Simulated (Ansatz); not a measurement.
Basis-set extrapolation for C$_{7}$H$_{17}$N (`CC(C)NC(C)(C)C`) (PBE0-D4/def2-TZVP geometry, frozen core, Ansatz 0.2.0). Multiplicity 1, RHF reference.

```tsv
	def2-TZVPP	def2-QZVPP
HF	-329.539681	-329.555369
MP2 correlation	-1.459454	-1.550686
CCSD(T) correlation	-1.603198	not run
```

Energies in hartree. Use E(X) = E(∞) + A·exp(−7.88·√X) for Hartree–Fock and E(X) = E(∞) + B·X^(−2.97) for correlation, with X = 3 and 4, and add CCSD(T) minus MP2 of the smaller set to the MP2 limit.

Question: What is the CCSD(T) energy at the basis-set limit?

Answer: HF limit: -329.555369 + (-0.015688) × 0.13774 = -329.55753. MP2 limit: -1.550686 + (-0.091232) × 0.74074 = -1.61827. Higher-order term: -1.603198 − (-1.459454) = -0.14374. Total: -331.31954 hartree, 4.81 eV below CCSD(T)/def2-TZVPP.
